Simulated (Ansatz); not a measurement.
The same ligand exchange along the group O, Se, Te.

Program: Ansatz. Geometries: PBE0-D4/def2-TZVP. ΔE: electronic, gas phase. CCSD(T)/CBS adds triple-zeta CCSD(T) − MP2 to the extrapolated MP2 energy (def2 sets, frozen cores). This one scheme is used for every species. DFT in def2-TZVPP. Elements past krypton have def2 core potentials. For Se, Te outer-core shells are correlated without core-valence functions, which leaves a few kJ/mol of doubt a bond. Scalar relativity is left out up to krypton. One conformer a species, not always the lowest.

```
                                                   reaction  CCSD(T)/CBS(def2) (kcal/mol)
  `[OH][AlH][NH][SiH3]` + HCl → `[SiH3][NH][AlH][Cl]` + H₂O                             ?
`[SiH3][NH][AlH][SeH]` + HCl → `[SiH3][NH][AlH][Cl]` + H₂Se                          -9.8
`[SiH3][NH][AlH][TeH]` + HCl → `[SiH3][NH][AlH][Cl]` + H₂Te                         -10.7
```

**Question.** Fill in the missing values. (Best estimate.)

**Answer.** The calculation gave: `[OH][AlH][NH][SiH3]` + HCl → `[SiH3][NH][AlH][Cl]` + H₂O: -7.9 kcal/mol.

Largest T1 diagnostic: 0.012, for `[OH][AlH][NH][SiH3]`.
